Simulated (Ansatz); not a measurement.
Geometry optimisation, RKS r2SCAN-D4/def2-SVP in Ansatz 0.2.0.

Input file:

```yaml
crystal:
  periodic: [false, false, false]
  atoms:
    - { symbol: "N", position_ang: [0.9259, 1.533, 0.0251] }
    - { symbol: B, position_ang: [0.5782, 0.1965, -0.5587] }
    - { symbol: F, position_ang: [1.1581, -0.2212, -1.8127] }
    - { symbol: Sn, position_ang: [-0.7062, -1.165, 0.5205] }
    - { symbol: H, position_ang: [1.5025, 2.0639, -0.6825] }
    - { symbol: H, position_ang: [-0.0276, 2.115, 0.0286] }
    - { symbol: H, position_ang: [0.20918, -2.6482, 0.90716] }
    - { symbol: H, position_ang: [-1.28317, -0.46295, 1.98946] }
    - { symbol: H, position_ang: [-2.11331, -1.66504, -0.51167] }
basis:
  gaussian: { orbitals: def2-SVP }
hamiltonian:
  xc: r2scan
  dispersion: d4
relax:
  f_tol: 0.015
  max_steps: 40
```

Command:

```bash
$ ansatz run input.yaml --threads 2 --pin off --max-ram 3072MiB --backend cpu --events-out ev --progress --plain --runs-dir out
```

Q: Where does it end, and by what steps?

A: The run converged. The force dipped under the threshold on the way, but the program's further checks kept it going. After 15 steps the energy has fallen by 1.121 eV; H6 moved furthest, 0.66 Å.

```csv
step,energy less start (eV),largest force component (eV/Å),accepted
0,0.0000,2.829,yes
1,-0.5420,2.835,yes
2,-0.8955,0.896,yes
3,-1.0227,0.913,yes
4,-1.0993,0.544,yes
5,-1.1145,0.162,yes
6,-1.1185,0.038,yes
7,-1.1199,0.077,yes
8,-1.1202,0.069,yes
9,-1.1205,0.045,yes
10,-1.1198,0.087,no
11,-1.1209,0.002,yes
12,-1.1210,0.033,yes
13,-1.1210,0.038,yes
14,-1.1210,0.030,yes
15,-1.1210,0.010,yes
```

```xyz
9
Properties=species:S:1:pos:R:3
N 0.781 1.549 -0.276
B 0.597 0.227 -0.683
F 1.231 -0.195 -1.789
Sn -0.735 -1.197 0.472
H 1.376 2.194 -0.789
H 0.342 1.947 0.544
H 0.116 -2.569 1.052
H -1.423 -0.420 1.845
H -2.041 -1.788 -0.471
```

Run time: 35 s on 2 threads of AMD EPYC 7B13 (Zen 3), with other jobs on the host, peak memory 0.18 GiB.
